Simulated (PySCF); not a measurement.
GeCl2I2, SMILES [Cl][Ge]([Cl])([I])[I]. Geometry: PBE0-D3(BJ)/def2-SVP. The def2 effective core potentials stand for the cores of I; spin–orbit coupling is left out.

Computed equilibrium geometry at PBE0-D3(BJ)/def2-SVP (PySCF confirms it by a frequency run) as Cartesian coordinates in Å, and its point group:
point group C2v.
```xyz
5

Cl     0.0000     1.7257     1.8808
Ge     0.0000     0.0000     0.6124
Cl     0.0000    -1.7257     1.8808
I     -2.0608     0.0000    -0.7882
I      2.0608     0.0000    -0.7882
```
